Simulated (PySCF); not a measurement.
## Assignment exercise: C6H11PSi

Geometry:
```json
{"atom": "C1", "x (Å)": "-2.710", "y (Å)": "-0.026", "z (Å)": "-0.094"}
{"atom": "C2", "x (Å)": "-1.311", "y (Å)": "0.459", "z (Å)": "0.119"}
{"atom": "P3", "x (Å)": "-0.959", "y (Å)": "2.137", "z (Å)": "0.720"}
{"atom": "C4", "x (Å)": "0.801", "y (Å)": "1.788", "z (Å)": "0.561"}
{"atom": "C5", "x (Å)": "1.042", "y (Å)": "0.494", "z (Å)": "0.256"}
{"atom": "Si6", "x (Å)": "2.771", "y (Å)": "-0.237", "z (Å)": "0.128"}
{"atom": "C7", "x (Å)": "-0.173", "y (Å)": "-0.265", "z (Å)": "0.006"}
{"atom": "C8", "x (Å)": "-0.109", "y (Å)": "-1.705", "z (Å)": "-0.380"}
{"atom": "H9", "x (Å)": "-2.830", "y (Å)": "-0.416", "z (Å)": "-1.105"}
{"atom": "H10", "x (Å)": "-3.418", "y (Å)": "0.789", "z (Å)": "0.047"}
{"atom": "H11", "x (Å)": "-2.960", "y (Å)": "-0.822", "z (Å)": "0.608"}
{"atom": "H12", "x (Å)": "-1.109", "y (Å)": "2.777", "z (Å)": "-0.513"}
{"atom": "H13", "x (Å)": "1.558", "y (Å)": "2.519", "z (Å)": "0.791"}
{"atom": "H14", "x (Å)": "3.744", "y (Å)": "0.818", "z (Å)": "0.414"}
{"atom": "H15", "x (Å)": "2.921", "y (Å)": "-1.325", "z (Å)": "1.099"}
{"atom": "H16", "x (Å)": "2.983", "y (Å)": "-0.759", "z (Å)": "-1.226"}
{"atom": "H17", "x (Å)": "0.389", "y (Å)": "-1.815", "z (Å)": "-1.343"}
{"atom": "H18", "x (Å)": "0.465", "y (Å)": "-2.266", "z (Å)": "0.356"}
{"atom": "H19", "x (Å)": "-1.103", "y (Å)": "-2.138", "z (Å)": "-0.452"}
```

No relativistic terms, rapidly exchanging positions averaged, one computed conformer, in vacuum. GFN2-xTB geometry; NMR shieldings at PBE0/pcSseg-1/GIAO; PySCF 2.14.

Shifts are taken against calculated references (same method and geometry level): TMS for $^{13}$C (σref 186.93) and $^{1}$H (σref 31.72).

**Question.** Assign these signals to the numbered atoms. $^{13}$C{$^{1}$H} NMR (computed): δ 157.1 (C), 154.4 (C), 151.1 (CH), 146.9 (C), 17.0 (CH3), 15.7 (CH3).

**Answer.** 
| δ (ppm) | atoms | environment | reason |
| --- | --- | --- | --- |
| 157.1 | C5 | unsaturated ring carbon | – |
| 154.4 | C7 | unsaturated ring carbon | – |
| 151.1 | C4 | unsaturated ring CH | – |
| 146.9 | C2 | unsaturated ring carbon | – |
| 17.0 | C8 | methyl carbon on an unsaturated ring | aliphatic region, no heteroatom directly attached |
| 15.7 | C1 | methyl carbon on an unsaturated ring | – |

C8 and C1 lie closer than the usual error of such a calculation, so a measured spectrum could show them in the other order.

**Question.** Assign these signals to the numbered atoms. $^{1}$H NMR (400 MHz, computed): δ 7.15 (m, 1H), 5.05 (m, 1H), 4.39 (s, 3H), 2.32 (s, 3H), 2.31 (m, 3H).

**Answer.** 
| δ (ppm) | atoms | environment | reason |
| --- | --- | --- | --- |
| 7.15 | H13 | hydrogen on a unsaturated ring CH | – |
| 5.05 | H12 | hydrogen on a ring phosphorus | – |
| 4.39 | H14/H15/H16 | hydrogen on a silicon bonded to C | – |
| 2.32 | H17/H18/H19 | hydrogen on a methyl carbon on an unsaturated ring | – |
| 2.31 | H9/H10/H11 | hydrogen on a methyl carbon on an unsaturated ring | – |

H17/H18/H19 and H9/H10/H11 lie closer than the usual error of such a calculation, so a measured spectrum could show them in the other order.

Splittings by $^{31}$P in the carbon and heteronuclear signals aren't shown, as no couplings were computed. Shifts are as computed. Against solution values, carbons near 30 ppm lie about +3 ppm off and those near 130 ppm about +5 ppm. Of 1211 compounds with measured shifts, 218 miss one by over three times the rms of a fit or turn the order of signals round; such compounds aren't used in these exercises. No couplings were computed; multiplicities are counted from neighbouring protons, with m where these are inequivalent, close in shift, in a saturated or five-membered ring or joined by F or P, and br s for small geminal =CH2 splittings.
